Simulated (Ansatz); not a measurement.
Ansatz (a first-principles code) input (PBE0/def2-TZVPD):

Ansatz 0.2 input:
```yaml
crystal:
  periodic: [false, false, false]
  atoms:
    - {symbol: Cd, position_ang: [-0.00000000, -0.00000000, -1.07497705]}
    - {symbol: Br, position_ang: [0.00000000, 0.00000000, 1.47425425]}
basis:
  gaussian:
    orbitals: def2-TZVPD
hamiltonian:
  xc: {name: PBE0}
total_charge: -1
magnetization: {spin_polarized: true, initial_magnetization: 2}
```

End of the output:

```
integrals: 0.04 GiB planned
736 factors; integrals over basis functions are off by at most 8.8e-4 eV
mean field: 0.56 GiB planned
mean field evaluation 1: about -74598.7437 eV, gradient 2.9e1 eV
mean field evaluation 2: about -74598.1099 eV, gradient 3.8e1 eV
mean field evaluation 4: about -74603.4781 eV, gradient 1.3e0 eV
mean field evaluation 8: about -74603.7404 eV, gradient 8.4e-2 eV
mean field evaluation 16: about -74603.7406 eV, gradient 8.8e-5 eV
mean field evaluation 32: about -74602.7178 eV, gradient 1.3e0 eV
mean field -74603.74056679 eV, -2741.6368975978 hartree, gradient 2.2e-5 eV, S^2 2.002412; 6 other end points of the search recorded, 0 dependent functions left out
reference -74603.74059432 eV, -2741.6368986098 hartree; 29, 27 occupied and 68, 70 virtual orbitals, 736 factors
Total energy: -74603.74059432 eV, -2741.6368986098 hartree
```

This state (charge -1, triplet) is run at the relaxed geometry of the species with charge 0 and multiplicity 2.
